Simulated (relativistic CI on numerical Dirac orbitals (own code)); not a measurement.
## Ni²⁺ in a cubic cluster: L2,3 absorption with charge transfer

Computed with a charge-transfer multiplet model of a cubic metal-ligand cluster with up to 2 ligand holes, Slater and spin-orbit integrals from Dirac-Coulomb-Breit ions, Slater integrals scaled by 0.9. The ground state mixes d8 with configurations of k ligand holes L, whose averages lie at kΔ + k(k − 1)U_dd/2; a core hole lowers each added d electron by U_cd. 300 K, Lorentzian 0.4 eV and Gaussian 0.3 eV FWHM.

Atomic integrals in eV (Slater integrals scaled, ζ unscaled), ground: F2dd 10.953, F4dd 6.797, zeta_d 0.080; with the core hole: F2dd 10.953, F4dd 6.797, zeta_d 0.103, zeta_core 11.413, F2cd 6.973, G1cd 5.258, G3cd 2.990.

Cluster parameters (eV): Δ = 6.2, U_cd = 9.8, 10Dq = 1.3, 10Dq(ligand) = 1.2, V(eg) = 1.85, V(t2g) = -0.86, final-state hopping factor = 0.9.

```tsv
Case	n_d	d8	d9L	d10L2	S
U_dd = 6.8 eV	8.10	0.91	0.09	0.00	1.00
U_dd = 8.2 eV	8.10	0.91	0.09	0.00	1.00
U_dd = 8.9 eV	8.09	0.91	0.09	0.00	1.00
U_dd = 9.6 eV	8.09	0.91	0.09	0.00	1.00
U_dd = 10.3 eV	8.09	0.91	0.09	0.00	1.00
```

Weights, n_d and S are thermal averages at 300 K. Photon energies count from the first peak over 30 % of the highest in each spectrum, which can be another peak from case to case. The parameters are a model scan and need not match a compound or its usual spin state. Peaks in eV (height, largest 100):
- U_dd = 6.8 eV: 0.0 (100), 2.0 (21), 17.2 (25), 18.4 (24)
- U_dd = 8.2 eV: 0.0 (100), 1.4 (9), 2.1 (25), 17.2 (25), 18.5 (26)
- U_dd = 8.9 eV: 0.0 (100), 1.3 (9), 2.1 (26), 17.2 (26), 18.5 (27)
- U_dd = 9.6 eV: 0.0 (100), 1.3 (9), 2.2 (26), 17.2 (26), 18.5 (26)
- U_dd = 10.3 eV: 0.0 (100), 1.3 (10), 2.3 (26), 17.3 (26), 18.6 (27)

For the case U_dd = 8.2 eV, Δ = 6.2 eV is smaller than U_dd = 8.2 eV, the charge-transfer side of the Zaanen-Sawatzky-Allen scheme. With the core hole the configuration with one ligand hole lies at Δ + U_dd − U_cd = 3.2, 4.6, 5.3, 6.0, 6.7 eV from the one without, in the order of the table; where this is negative the screened configuration lies lower.
